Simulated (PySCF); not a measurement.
# Bond lengths and vibrations by method: FH3NOSi cation

Calculated results; nothing here was measured. They come from PySCF 2.14.0, an open-source quantum chemistry program, on an isolated molecule that a program drew, which may never have been made. The molecule is FH3NOSi cation (charge +1, singlet), drawn as the SMILES string `N[Si+](O)F`.

The geometry was optimised and harmonic frequencies were computed with HF and MP2, all in the cc-pV(D+d)Z basis, for the commonest isotopes, with a restricted reference for singlets and an unrestricted one otherwise, and a frozen core in MP2. Each result is a local minimum of its method.

Geometry at the HF minimum:
```xyz
7
FH3NOSi cation, angstrom
N    -1.4619   -1.2145    1.1641
Si   -0.9753    0.0510    2.0419
O     0.4753    0.5239    2.3021
F    -2.0747    0.9075    2.7116
H    -2.4359   -1.4479    1.0496
H    -0.8438   -1.8449    0.6812
H     1.3419    0.2267    2.0471
```

Lengths of the bonds as drawn, in Å (atoms numbered as above):
| bond | HF | MP2 |
|---|---|---|
| N1-Si2 | 1.615 | 1.635 |
| Si2-O3 | 1.548 | 1.579 |
| Si2-F4 | 1.546 | 1.571 |
| N1-H5 | 1.008 | 1.022 |
| N1-H6 | 1.006 | 1.020 |
| O3-H7 | 0.951 | 0.971 |

Rotational constants, in GHz:
```
constant     HF    MP2
       A  7.775  7.564
       B  7.088  6.873
       C  3.708  3.601
```

Harmonic frequencies in cm^-1, each column in rising order, so a row needn't be the same motion in every method:
| rank | HF | MP2 |
|---|---|---|
| 1 | 289 | 274 |
| 2 | 339 | 317 |
| 3 | 350 | 319 |
| 4 | 379 | 348 |
| 5 | 472 | 459 |
| 6 | 570 | 522 |
| 7 | 610 | 637 |
| 8 | 871 | 810 |
| 9 | 887 | 833 |
| 10 | 1167 | 1117 |
| 11 | 1243 | 1172 |
| 12 | 1666 | ? |
| 13 | 3728 | 3562 |
| 14 | 3828 | 3672 |
| 15 | 4103 | 3839 |

**Estimate the missing MP2 frequency from the HF column.**

A single factor s that minimises the squared misfit of MP2 against s times HF over the other rows is sum(HF x MP2) / sum(HF^2) = 0.9493, with an rms misfit of 26 cm^-1. For rank 12 it gives 0.9493 x 1666 = 1582 cm^-1. The calculation gives 1543 cm^-1, 39 cm^-1 below the estimate. The drawn bonds are on average 1.6 % longer in MP2 than in HF.
